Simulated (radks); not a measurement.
Fractional charge and spin in the 6s shell of erbium: the spin-up occupation runs from 0 to 1 and the spin-down occupation from 0 to 1; the fullest corner is Er, [Xe] 4f(up 6, down 6) 6s(up 1, down 1). Method: scalar-relativistic Kohn-Sham, PBE, spin-polarised, spherical densities, point nucleus; computed with a radial shooting solver on a logarithmic mesh with Libxc functionals. Energy (eV) above the fullest corner. The planes named below are the two flat planes that join the four corners, with an edge along up + down = one added electron.

| down \ up | 0 | 0.25 | 0.5 | 0.75 | 1 |
|---|---|---|---|---|---|
| 0 | 18.337 | 14.772 | 11.566 | 8.710 | 6.193 |
| 0.25 | 14.772 | 11.621 | 8.810 | 6.336 | 4.190 |
| 0.5 | 11.566 | 8.810 | 6.383 | 4.280 | 2.494 |
| 0.75 | 8.710 | 6.336 | 4.280 | 2.538 | 1.101 |
| 1 | 6.193 | 4.190 | 2.494 | 1.101 | 0.000 |

Corners above the fullest one (they belong to Er+ and the next ion): (up 1, down 0) 6.193 eV, (up 0, down 1) 6.193 eV, (up 0, down 0) 18.337 eV. With half an added electron in each spin the energy lies 0.190 eV from the planes, and with half an added electron in spin up alone -0.699 eV. The planes are only a guide here: the flat-plane condition holds for ground states with one frontier orbital, while this shell lies below other occupied shells, so the corners above the fullest one are inner-hole states and not the ground states of those ions.
